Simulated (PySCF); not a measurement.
**Dipole response of Rh (rhodium, neutral)**

[Kr] 4d9, 2D determinant (an excited configuration). Calculation: PySCF 2.14, in def2-TZVPPD with the def2 core potential (28 electrons); scalar relativity through the core potential. Coupled (time-dependent) response in atomic units; α is the mean over directions.

```json
{"method": "UHF", "mean α (bohr³)": "22.76", "α xx, yy, zz": "25.22, 25.22, 17.83", "C₆ (like pair)": "109.6", "S(−4)": "784.8"}
{"method": "PBE0", "mean α (bohr³)": "26.12", "α xx, yy, zz": "29.36, 29.36, 19.64", "C₆ (like pair)": "126.9", "S(−4)": "1026"}
{"method": "B3LYP", "mean α (bohr³)": "26.67", "α xx, yy, zz": "30.29, 30.29, 19.44", "C₆ (like pair)": "129.2", "S(−4)": "1063"}
{"method": "M06-2X", "mean α (bohr³)": "25.55", "α xx, yy, zz": "26.67, 26.67, 23.30", "C₆ (like pair)": "129.9", "S(−4)": "770.0"}
```

S(−4) is the Cauchy moment in α(ω) = α(0) + S(−4) ω² + …

Spin-orbit coupling is absent.

α(iu) at PBE0:

| u (hartree) | α(iu) (bohr³) |
| --- | --- |
| 0 | 26.12 |
| 0.0500 | 23.88 |
| 0.100 | 19.55 |
| 0.200 | 12.93 |
| 0.300 | 9.500 |
| 0.500 | 6.466 |
| 0.750 | 4.896 |
| 1.00 | 4.027 |
| 1.50 | 2.923 |
| 2.00 | 2.187 |
| 3.00 | 1.300 |
| 5.00 | 0.5741 |

A single London oscillator, α(iu) = α/(1 + u²/ω²), gives C₆ = (3/4) ω α². Matching the computed C₆ needs ω = 4 × 126.9 / (3 × 26.12²) = 0.248 hartree.

The components differ because the open shell of this determinant is not spherical; for a pure term their mean is the scalar polarisability.

Energies and moments cover only the electrons outside the core potential. ⟨S²⟩ = 0.83 against 0.75 shows spin contamination.
